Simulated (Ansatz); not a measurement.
```yaml
crystal:
  periodic: [false, false, false]
  atoms:
    - {symbol: F, position_ang: [0.493592, -1.662468, -1.147116]}
    - {symbol: Si, position_ang: [-0.071311, -1.072198, 0.096379]}
    - {symbol: C, position_ang: [-0.023336, 1.045706, -0.126591]}
    - {symbol: S, position_ang: [1.128035, 0.130656, 1.276598]}
    - {symbol: H, position_ang: [-1.411025, -1.659756, 0.442081]}
    - {symbol: H, position_ang: [0.628076, 1.386648, -0.877470]}
    - {symbol: H, position_ang: [-0.765934, 1.421298, 0.348768]}
basis:
  gaussian: {orbitals: def2-mTZVP}
hamiltonian: {xc: {name: HF}}
correlation: {active_space: {window: {electrons: 6, orbitals: 2}}}
accuracy: high
output: {forces: true}
```

```sh
$ ansatz run in.yaml --threads 2 --pin off --events-out ev --progress --plain --max-ram 4352MiB
```

It prints (some lines left out):

```
Functional definition: HF
1795 factors; integrals over basis functions are off by at most 3.9e-9 eV
mean field evaluation 1: about -22462.2614 eV, gradient 3.3e1 eV
mean field evaluation 2: about -22462.3541 eV, gradient 3.3e1 eV
mean field evaluation 4: about -22464.8294 eV, gradient 2.8e0 eV
mean field evaluation 8: about -22464.8636 eV, gradient 2.2e-1 eV
mean field evaluation 16: about -22464.8641 eV, gradient 2.6e-8 eV
mean field -22464.86406568 eV, -825.5685271818 hartree, gradient 3.2e-8 eV, S^2 0.000000; 0 other end points of the search recorded, 0 dependent functions left out
reference -22464.86406568 eV, -825.5685271818 hartree; 24, 24 occupied and 67, 67 virtual orbitals, 1795 factors
Error: 6 electrons in 2 orbitals form no window around the highest filled level of the reference
```

**Question.** Something in this input is off. What?

**Answer.** The active space doesn't fit the electrons. The run stopped with an error.
